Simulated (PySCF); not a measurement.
Ligands exchanged one at a time, Ga F-SH. Gas-phase values, no solvent. One relaxed conformer stands for each flexible species; it need not be the lowest. Strings in code marks are SMILES.

The S1–T1 gap (TDA) from two functionals at the same geometries (CAM-B3LYP-D3(BJ)/def2-TZVP), both in PySCF: PBE-D3(BJ)/def2-TZVP and CAM-B3LYP-D3(BJ)/def2-TZVP. Excitations are Tamm–Dancoff values on a coarser integration grid. The basis has no diffuse functions, so Rydberg states are missing or too high.

```tsv
species	PBE-D3(BJ)/def2-TZVP (eV)	CAM-B3LYP-D3(BJ)/def2-TZVP (eV)
0 of 3 F replaced by SH (`[F][Ga]([F])[F]`)	0.33	0.41
2 of 3 F replaced by SH	0.29	0.37
3 of 3 F replaced by SH (`[SH][Ga]([SH])[SH]`)	0.23	0.35
```

Over these rows, drawn at random from the members with no instability flagged (it was tested for open shells, ions and some series alone), PBE minus CAM-B3LYP-D3(BJ): mean -0.09 eV, from -0.12 eV to -0.08 eV.
